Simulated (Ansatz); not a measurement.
Program: Ansatz 0.2.0.

Basis-set series for `C[C@@]12[C@H]3[C@H]4[C@H]5[C@@H]1[Hf]4532([CH3])([NH2])[F]`. The species carries charge 0 and has multiplicity 1. Hf: def2 effective core potential. All single points use the PBE0-D4/def2-TZVP geometry. It is one conformer, not always the lowest.

```json
{"functional": "PBE0-D4", "basis": "def2-SVP", "functions": "218", "energy (Eh)": "-475.94468", "HOMO (eV)": "-7.00", "LUMO (eV)": "-0.31"}
{"functional": "PBE0-D4", "basis": "def2-QZVPP", "functions": "954", "energy (Eh)": "-476.46364", "HOMO (eV)": "-7.06", "LUMO (eV)": "-0.39"}
{"functional": "ωB97M-V", "basis": "def2-SVP", "functions": "218", "energy (Eh)": "-476.16180", "HOMO (eV)": "-9.19", "LUMO (eV)": "1.65"}
{"functional": "ωB97M-V", "basis": "def2-QZVPP", "functions": "954", "energy (Eh)": "-476.70075", "HOMO (eV)": "-9.23", "LUMO (eV)": "0.83"}
```

**Question.** Give the rows for def2-TZVPP. (Best estimate.)

**Answer.** The calculation gave: 
```csv
functional,basis,functions,energy (Eh),HOMO (eV),LUMO (eV)
PBE0-D4,def2-TZVPP,503,-476.43956,-7.04,-0.35
ωB97M-V,def2-TZVPP,503,-476.67815,-9.21,1.23
```

Positive LUMOs are unbound and depend on the basis.
